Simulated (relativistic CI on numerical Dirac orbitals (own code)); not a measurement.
# Spin-allowed bands of a d3 ion in an octahedral site, by hand

Problem. Take Δ = 24400 cm⁻¹ and B = 600 cm⁻¹ for a d3 ion in an octahedral site. Calculate the three spin-allowed bands.

Working.
1. The terms of highest spin are 4F (energy 0) and 4P (15B = 9000 cm⁻¹). Here the F term splits into A2 at −1.2Δ = -29280, T2 at −0.2Δ = -4880 and T1 at +0.6Δ = 14640 cm⁻¹.
2. The two T1 states mix through the element 0.4Δ: H = [[14640, 9760], [9760, 9000]], with roots ½(H₁₁ + H₂₂) ∓ ½√[(H₂₂ − H₁₁)² + 4H₁₂²] = ½(23640) ∓ ½(20318) = 1661 and 21979 cm⁻¹.
3. The ground term is 4A2 at -29280 cm⁻¹.
4. Bands: 4T2 24400 cm⁻¹ (410 nm), 4T1(F) 30941 cm⁻¹ (323 nm), 4T1(P) 51259 cm⁻¹ (195 nm).

Check. Exact diagonalisation of the whole d3 shell with these parameters gives 4T2 24400, 4T1 30941, 4T1 51259 cm⁻¹. The match is exact, since without spin-orbit coupling no other term has this spin. The ratio of the second band to the first, 1.268, depends on Δ/B = 40.7 alone, which is how a Tanabe-Sugano diagram is read.
